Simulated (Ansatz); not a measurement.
Start from `[F][Sn][O][SiH3]` and change one atom or group to get `[OH][Sn][O][SiH3]`.

Ansatz, PBE0-D4/def2-TZVP geometries, multiplicity 1. Each molecule was computed in one conformer, which needn't be the lowest.

Elements past krypton have def2 core potentials.

```json
{"property": "LUMO energy (B3LYP/def2-TZVPP) / eV", "`[F][Sn][O][SiH3]`": "-2.86"}
{"property": "size of the dipole moment (PBE/def2-TZVPP) / D", "`[F][Sn][O][SiH3]`": "2.88"}
{"property": "HOMO–LUMO gap (ωB97M-V/def2-TZVPP) / eV", "`[F][Sn][O][SiH3]`": "9.76"}
{"property": "HOMO energy (B3LYP/def2-TZVPP) / eV", "`[F][Sn][O][SiH3]`": "-8.22"}
{"property": "HOMO–LUMO gap (PBE0/def2-TZVPP) / eV", "`[F][Sn][O][SiH3]`": "5.80"}
{"property": "HOMO energy (ωB97M-V/def2-TZVPP) / eV", "`[F][Sn][O][SiH3]`": "-10.61"}
```

**Question.** What does the change do to each property? (Best estimate.)

**Answer.** Ansatz gave: 
```
                                      property  `[OH][Sn][O][SiH3]`  shift
           LUMO energy (B3LYP/def2-TZVPP) / eV                -2.46   0.40
size of the dipole moment (PBE/def2-TZVPP) / D                 1.24  -1.64
       HOMO–LUMO gap (ωB97M-V/def2-TZVPP) / eV                 9.75  -0.01
           HOMO energy (B3LYP/def2-TZVPP) / eV                -7.89   0.33
          HOMO–LUMO gap (PBE0/def2-TZVPP) / eV                 5.83   0.03
         HOMO energy (ωB97M-V/def2-TZVPP) / eV               -10.25   0.36
```

Dipoles are sizes alone; their direction can turn.

B3LYP here is the variant with VWN-RPA as its local correlation; programs differ in this.
